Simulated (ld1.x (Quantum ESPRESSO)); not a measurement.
niobium (Nb), TM semilocal: configuration errors across variants

Nb (Z = 41), norm-conserving Troullier–Martins (semilocal form), made with ld1.x (Quantum ESPRESSO) 7.5 (BLYP, scalar-relativistic). Core [Kr], reference 4d4 5s1 5p0. Waves: 5s (bound): rc 3.10 bohr; 5p (bound, empty): rc 3.15 bohr; 4d (bound): rc 1.55 bohr. Local part: the d channel. Core correction: a·sin(br)/r model core inside 0.85 bohr.

All-electron excitation energies from the reference (eV): (1) 4d4 5s0 5p0 6.669; (2) 4d3 5s0 5p0 20.660; (3) 4d2 5s0 5p0 45.307; (4) 4d4 5s0 5p1 2.977; (5) 4d1 5s0 5p0 82.116; (6) 4d5 5s0 5p0 1.340; (7) 4d4 5s0.5 5p0 2.631.

In the semilocal form every listed channel keeps its own potential, so the choice of the local channel does not act on these tests. It acts once the file is put into the separable form.

A semilocal file is local in each channel, so a ghost entry of none says nothing of the separable form that plane-wave codes build from it.

1 further variants failed, have other tests or another functional or relativity, and are left out.

A true bound ghost makes a file unfit for plane-wave use even where its test errors are small: the radial tests pick states by their node count and pass the ghost by.

Errors AE − PS in meV (a dash: test not solved or not reliable):

| change | (1) | (2) | (3) | (4) | (5) | (6) | (7) | bound ghosts |
| --- | --- | --- | --- | --- | --- | --- | --- | --- |
| base | -13 | -54 | -414 | -2.7 | -1411 | -37 | -3.3 | none |
| core correction a·sin(br)/r model core inside 0.84 bohr | -13 | -54 | -414 | -2.7 | -1411 | -37 | -3.3 | none |
| type RRKJ, which also changes the form from semilocal to separable; local potential all-electron potential smoothed inside 1.30 bohr (lloc = -2); rho0 0.01 | -6.5 | -70 | -469 | -1.3 | -1511 | -24 | -1.8 | s, p |
| wave 5p (bound): rc 3.15 bohr becomes 5p (bound): rc 2.16 bohr | -13 | -54 | -414 | -11 | -1411 | -37 | -3.3 | none |
| local potential the p channel | -13 | -54 | -414 | -2.7 | -1411 | -37 | -3.3 | none |
| wave 5s (bound): rc 3.10 bohr becomes 5s (bound): rc 4.74 bohr | -23 | -199 | -759 | -15 | -2010 | +14 | -3.1 | none |
| wave 4d (bound): rc 1.55 bohr becomes 4d (bound): rc 1.30 bohr | -13 | -53 | -412 | -2.7 | -1412 | -37 | -3.3 | none |

Task: Give the same row for: all radii but the core radius scaled by about 1.08 (s 3.36, p 3.42, d 1.68 bohr).

Result: -12, -60, -433, -2.9, -1442, -34, -3.0; bound ghosts: none.
